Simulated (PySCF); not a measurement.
Input of a run (PBE0-D3(BJ)/def2-SVP geometry optimisation, gas phase, def2 core potentials past Kr (PySCF 2.14.0)), started from GFN2-xTB:
```
{"job": {"xc": "PBE0", "basis": "def2-SVP", "d3": "d3bj", "grid": 1, "maxiter": 40, "kind": "geom"}, "charge": -1, "multiplicity": 2}
Tc     0.000010    -0.000140     0.049480
N      0.001680    -0.005410     1.752440
Cl     2.222300     0.014520    -0.453250
Cl    -0.013630     2.224300    -0.443580
Cl    -2.223420    -0.011670    -0.447690
Cl     0.013060    -2.221590    -0.457400
```

Output (energies in Eh, forces in Eh/bohr):
```
step   0  E = -1975.32623274  max force = 0.129446
step   1  E = -1975.34248233  max force = 0.056472
step   2  E = -1975.34016206  max force = 0.019554
step   3  E = -1975.34333920  max force = 0.018789
step   4  E = -1975.34026347  max force = 0.083748
step   5  E = -1975.34426571  max force = 0.006241
step   6  E = -1975.34426212  max force = 0.013365
step   7  E = -1975.34431118  max force = 0.017431
step   8  E = -1975.34453111  max force = 0.000413
step   9  E = -1975.34451797  max force = 0.000661
step  10  E = -1975.34453329  max force = 0.000438
optimisation converged
```

Question: Summarise the run.

Answer: The energy falls by 11.5 kcal/mol over 11 energy and gradient evaluations, the largest force component goes from 0.1294 to 4.4e-04 Eh/bohr, and the atoms move by 0.060 Å rms after alignment. The bond that changes most is Tc1–N2 (ends: technetium bonded to 4 Cl and N; nitrogen bonded to Tc), which shortens by 0.116 Å. Bonds longer at the end by more than 0.005 Å: 4 of 5; shorter: 1. The energy rose by more than 1e-6 Eh at steps 2, 4, 6 and 9. The first step brought 89 % of the lowering.

Question: What are the final bond lengths?

Answer: Tc1–N2 1.587 Å, Tc1–Cl3 2.348 Å, Tc1–Cl4 2.348 Å, Tc1–Cl5 2.348 Å, Tc1–Cl6 2.348 Å. Numbering counts from 1 in the input's order; the species is [TcNCl4]- (`[N]#[Tc-]([Cl])([Cl])([Cl])[Cl]`) [radical].

The run used 117 basis functions and 110 SCF cycles in all. The run took 1.9 min on one thread of an x86-64 server (shared host).

Stationary, but not proved a minimum. ⟨S²⟩ = 0.765 (exact for a doublet: 0.75). The geometry's basis has no diffuse functions, a weakness for an anion.

Neither the SCF state along the optimisation nor the shape of the open-shell metal species was proved the lowest: other solutions of the same spin, or a structure of lower symmetry, can lie below.
